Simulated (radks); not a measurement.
The numbers below are computed, except where a source is named.
Neutral promethium inside a hard spherical wall (all orbitals vanish at R), configuration held at [Xe] 4f5 6s2 and not refilled when levels cross. Level of theory: scalar-relativistic Kohn-Sham, PBE, spin-polarised, spherical densities, point nucleus; open shells are filled with parallel spins first (spin-orbit coupling, left out, can overturn this in heavy ions) (a radial shooting solver on a logarithmic mesh with Libxc functionals). Eigenvalues in eV for spin up, with the zero of energy where the potential of the charges vanishes at infinity; a dash marks a level that is unbound or too diffuse for the functional's potential to be trusted. A positive occupied level is held by the wall or, in an anion where self-interaction has pushed it up, behind a barrier. The pressure on the wall is -dE/dV.

| R (bohr) | E (hartree) | kinetic (hartree) | e(5s) | e(5p) | e(6s) | e(4f) | e(5d, empty) | e(6p, empty) | pressure (GPa) |
|---|---|---|---|---|---|---|---|---|---|
| free | -10020.7146 | 10688.815 | -42.660 | -23.272 | -3.623 | -3.157 | -2.000 | -1.253 | 0 |
| 20 | -10020.7146 | 10688.815 | -42.660 | -23.272 | -3.623 | -3.157 | -1.999 | -1.252 | < 0.0001 |
| 15 | -10020.7146 | 10688.815 | -42.656 | -23.268 | -3.620 | -3.153 | -1.996 | -1.235 | 0.000337 |
| 12 | -10020.7140 | 10688.821 | -42.608 | -23.221 | -3.585 | -3.106 | -1.953 | -1.133 | 0.00930 |
| 10 | -10020.7107 | 10688.847 | -42.434 | -23.049 | -3.446 | -2.935 | -1.800 | -0.836 | 0.0831 |
| 5 | -10020.3514 | 10690.308 | -38.187 | -18.987 | 3.229 | 1.429 | 2.710 | 9.477 | 34.0 |
| 3.5 | -10018.6808 | 10696.597 | -30.318 | -11.238 | 25.304 | 10.642 | 13.536 | 38.213 | 525 |
| 3 | -10016.5225 | 10704.429 | -23.286 | -3.608 | 48.758 | 19.175 | 24.248 | 66.087 | 1690 |
| 1.5 | -9939.1409 | 10936.115 | 146.58 | 191.40 | 546.23 | 146.42 | 260.69 | 594.64 | 225000 |
